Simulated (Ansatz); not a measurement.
Reaction (formal exchange of groups at a C–Cl bond): `CB(F)CCl` + `C=C` → `C=CCB(C)F` + HCl

Gas-phase electronic energies from Ansatz, PBE0-D4/def2-TZVP geometries. CBS: MP2 limit from def2 TZ/QZ plus the TZ coupled-cluster correction, frozen cores. This one scheme is used for every species. DFT in def2-TZVPP. B3LYP here is the variant with VWN-RPA as its local correlation; programs differ in this. Each species was taken in one conformer, which may not be the lowest.

`CB(F)CCl`:

```xyz
10

C     0.403   -0.487    1.249
B    -0.564   -0.134    0.083
F    -1.878   -0.244    0.267
C    -0.090    0.359   -1.340
Cl    0.150    2.120   -1.056
H     0.637   -1.558    1.183
H    -0.044   -0.321    2.231
H     1.353    0.047    1.185
H    -0.834    0.259   -2.129
H     0.867   -0.041   -1.673
```

`C=C`:

```xyz
6

C     0.280    0.370   -0.471
C    -0.280   -0.370    0.471
H     0.368    0.019   -1.494
H     0.675    1.358   -0.260
H    -0.368   -0.019    1.494
H    -0.674   -1.358    0.260
```

`C=CCB(C)F`:

Cartesian coordinates in Å:
```
C -1.109 -0.191 -1.947
C -1.317 -0.342 -0.644
C -0.346 -0.951 0.321
B 0.259 0.238 1.161
C 1.661 0.872 0.907
F -0.509 0.739 2.132
H -1.843 0.288 -2.583
H -0.202 -0.550 -2.423
H -2.241 0.038 -0.212
H 0.431 -1.496 -0.220
H -0.870 -1.647 0.986
H 2.430 0.190 1.291
H 1.860 0.975 -0.163
H 1.796 1.838 1.396
```

HCl:

Cartesian coordinates in Å:
```
Cl -0.493 0.298 -0.276
H 0.493 -0.298 0.276
```

```
             level  ΔE (eV)
         r2SCAN-D4    -0.41
           PBE0-D4    -0.42
             B3LYP    -0.33
     HF/def2-TZVPP    -0.32
SCS-MP2/def2-TZVPP    -0.41
CCSD(T)/def2-TZVPP    -0.42
    MP2/def2-QZVPP    -0.45
SCS-MP2/def2-QZVPP    -0.40
```

(1) What does CCSD(T)/CBS give? (Estimate.)

Largest T1 diagnostic among the species: 0.012.

Answers

(1) Computed: -0.40 eV. The listed levels differ from it by -0.01, -0.02, 0.07, 0.08, -0.01, -0.02, -0.05, 0.00 eV.

The D4 term adds −0.04 eV with B3LYP and −0.02 eV with PBE0; it sums over pairs of atoms, weighted by their polarisabilities, and B3LYP, whose exchange is more repulsive, gets the larger term. In def2-TZVPP, CCSD(T) changes the Hartree–Fock value by −0.10 eV (the triples alone add −0.00 eV) and MP2 by −0.14 eV.
